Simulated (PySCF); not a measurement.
## C₆ coefficients of unlike pairs at PW91

Calculated with PySCF 2.14 from the dipole response of each species, C₆(A,B) = (3/π) ∫ α_A(iu) α_B(iu) du, in atomic units, from isotropic polarisabilities. For ions this is the dispersion term alone; charge-induced terms of lower order in 1/R come first.

```json
{"species": "B", "configuration": "[He] 2s2 2p1 (2P)", "basis": "aug-cc-pVQZ-DK (6s5p4d3f2g)", "relativity": "spin-free X2C", "α (bohr³)": "23.58", "C₆ (like pair)": "115.3"}
{"species": "Au⁺", "configuration": "[Xe] 4f14 5d10 (1S)", "basis": "aug-cc-pVTZ-PP with ECP60MDF (6s6p5d3f2g)", "relativity": "core potential", "α (bohr³)": "14.08", "C₆ (like pair)": "105.2"}
{"species": "Sb³⁺", "configuration": "[Kr] 4d10 5s2 (1S)", "basis": "aug-cc-pVQZ-DK3 (9s8p6d3f2g)", "relativity": "spin-free X2C", "α (bohr³)": "10.29", "C₆ (like pair)": "46.73"}
```

Task: Estimate C₆ for Sb³⁺ with B.

Result: The integral gives 68.47. The combination rule 2 C_A C_B / (C_A α_B/α_A + C_B α_A/α_B) gives 68.47 and the geometric mean 73.41.

No spin-orbit coupling is included.

The other pairs:

| pair | C₆ |
| --- | --- |
| Au⁺, B | 98.50 |
| Sb³⁺, Au⁺ | 69.72 |
